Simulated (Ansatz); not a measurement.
Energy landscape of H₂Mg, singlet: symmetric bend, bond length relaxed. Scanned: H-Mg-H angle. Other coordinates (Mg-H bond length) were minimised at B3LYP/def2-TZVP.

Method: full CI/def2-TZVP, frozen core in Ansatz (a quantum-chemistry and plane-wave program).

Scanned values (°): 180, 170.84, 160.20, 149.45, 140.47, 129.60, 120.97, 109.35, 100.07, 91.25, 81.03, 70.75, 60.

Problem. Describe the profile: where are the wells and the tops?

Solution. Lower than their neighbours: 180° (0.0 kcal/mol, end of the scan). Higher than their neighbours: 60° (70.0 kcal/mol, end of the scan). The whole profile spans 70.0 kcal/mol.
